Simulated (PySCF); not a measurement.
Input for PySCF: R-BP86/6-31G* on C2H7BO (SMILES CBOC), a point of a torsion scan.

```python
from pyscf import gto, scf, dft, mp
from pyscf.data.elements import chemcore

mol = gto.M(
    atom='''
    C    -1.33857487    0.42802361    0.17522886
    B    -0.55656182   -0.95104991    0.01850462
    O    -0.94001683   -2.13843386    0.46985215
    C    -2.11159252   -2.44539556    1.18233050
    H    -0.90566352    1.00323056    0.99294155
    H    -2.40208107    0.32638870    0.37970730
    H    -1.23310721    1.03815937   -0.71817503
    H     0.48294949   -0.98105198   -0.53139512
    H    -2.72086577   -3.12295942    0.57888617
    H    -2.69625860   -1.55731281    1.42939922
    H    -1.82741524   -2.95597476    2.10553094
    ''',
    basis='6-31g*',
    cart=True,
    charge=0, spin=0, verbose=3, max_memory=1800)
mf = dft.RKS(mol, xc='b88,p86')
mf.conv_tol = 1e-8
mf.max_cycle = 100
mf.kernel()
if not mf.converged:
    mf = mf.newton().run(mf.mo_coeff, mf.mo_occ)
```

Predict the final total energy.

-180.5197 hartree.
